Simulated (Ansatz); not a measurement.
Isolated molecules relaxed with PBE0-D4/def2-TZVP in Ansatz; ΔE leaves out vibrations. CBS: MP2 limit from def2 TZ/QZ plus the TZ coupled-cluster correction, frozen cores. This one scheme is used for every species. DFT in def2-TZVPP. Triplets are unrestricted, without spin–orbit coupling. One conformer a species, not always the lowest.

Reaction (formal loss of a carbene): `SC[SiH]1CN1` → `[CH2]` (triplet) + `S[SiH]1CN1`

| level | ΔE (kcal/mol) |
| --- | --- |
| PBE-D4 | 88.5 |
| B2PLYP | 83.8 |

Problem. What does CCSD(T)/CBS give? (Best estimate.)

Solution. Computed: +86.5 kcal/mol. The listed levels differ from it by 2.0, -2.7 kcal/mol.

Largest T1 diagnostic among the species: 0.012.

In def2-TZVPP, CCSD(T) changes the Hartree–Fock value by +34.5 kcal/mol (the triples alone add +3.0 kcal/mol) and MP2 by +37.2 kcal/mol. From PBE to PBE0 (25 % exact exchange), in def2-TZVPP and without D4, ΔE moves by −2.4 kcal/mol. The D4 term adds +2.9 kcal/mol with B3LYP and +1.6 kcal/mol with PBE0; it sums over pairs of atoms, weighted by their polarisabilities, and B3LYP, whose exchange is more repulsive, gets the larger term.

B3LYP here is the variant with VWN-RPA as its local correlation; programs differ in this.
